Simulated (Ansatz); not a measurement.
Ansatz (a program for electronic structure) input (CCSD(T)/def2-SVPD):

Ansatz 0.2 input:
```yaml
crystal:
  periodic: [false, false, false]
  atoms:
    - {symbol: Sn, position_ang: [0.00977870, -0.00779143, 0.36180530]}
    - {symbol: F, position_ang: [0.71090659, 1.33897926, -0.99659424]}
    - {symbol: F, position_ang: [-0.76523270, -1.29569354, -1.01343518]}
basis:
  gaussian:
    orbitals: def2-SVPD
total_charge: -1
magnetization: {spin_polarized: true, initial_magnetization: 1}
correlation: {method: ccsd_t, electrons: outside_noble_gas}
output: {forces: true}
```

Output:

```
Functional definition: HF
integrals: 0.11 GiB planned
868 factors; integrals over basis functions are off by at most 2.6e-4 eV
mean field: 0.31 GiB planned
mean field evaluation 1: about -11215.4795 eV, gradient 8.8e0 eV
mean field evaluation 2: about -11215.5833 eV, gradient 8.9e0 eV
mean field evaluation 4: about -11216.1833 eV, gradient 1.1e0 eV
mean field evaluation 8: about -11216.2103 eV, gradient 1.2e-1 eV
mean field evaluation 16: about -11216.2106 eV, gradient 3.0e-6 eV
mean field evaluation 32: about -11214.2137 eV, gradient 3.5e-1 eV
mean field evaluation 64: about -11213.6565 eV, gradient 2.2e-3 eV
mean field -11216.21058457 eV, -412.1881363624 hartree, gradient 3.0e-6 eV, S^2 0.773381; 2 other end points of the search recorded, 0 dependent functions left out
determinant -11216.21058457 eV, -412.1881363624 hartree, with singles and doubles -11229.41465562 eV, -412.6733770235 hartree
determinant -11214.21743902 eV, -412.1148896144 hartree, with singles and doubles -11227.63796912 eV, -412.6080849989 hartree
determinant -11213.65650937 eV, -412.0942758301 hartree, with singles and doubles -11227.13584703 eV, -412.5896323523 hartree
11 core orbitals not correlated, not the lowest: weight in the atoms' cores, before any rotation towards them, 0.886 or more for the frozen orbitals, at most 0.111 for the correlated occupied ones
reference -11216.21058457 eV, -412.1881363624 hartree; 10, 9 occupied and 57, 58 virtual orbitals, 868 factors
densities: 0.53 GiB planned
second order -12.99978217 eV of doubles, -0.00000000 eV of singles
coupled cluster: 0.40 GiB planned
cycle   1  -13.20589174 eV  change   -1.8e-3 eV  update   1.2e-3
cycle   2  -13.20539071 eV  change    5.0e-4 eV  update   7.9e-4
cycle   3  -13.20538101 eV  change    9.7e-6 eV  update   4.9e-4
cycle   4  -13.20565579 eV  change   -2.7e-4 eV  update   9.7e-5
cycle   5  -13.20582644 eV  change   -1.7e-4 eV  update   4.2e-5
cycle   6  -13.20583341 eV  change   -7.0e-6 eV  update   1.4e-5
cycle   7  -13.20583478 eV  change   -1.4e-6 eV  update   5.9e-6
cycle   8  -13.20583352 eV  change    1.3e-6 eV  update   2.4e-6
cycle   9  -13.20582947 eV  change    4.0e-6 eV  update   7.1e-7
perturbative correction -0.34063917 eV, -0.0125182586 hartree
the calculation of the forces begins
Total energy: -11229.75705321 eV, -412.6859599026 hartree
Atom 0 at     0.009779    -0.007791     0.361805 Å, force     0.021253    -0.016934     0.786335 eV/Å
Atom 1 at     0.710907     1.338979    -0.996594 Å, force     0.164097     0.320321    -0.391174 eV/Å
Atom 2 at    -0.765233    -1.295694    -1.013435 Å, force    -0.185350    -0.303387    -0.395161 eV/Å
Dipole moment:     0.015328    -0.012213     0.567140 e Å
```
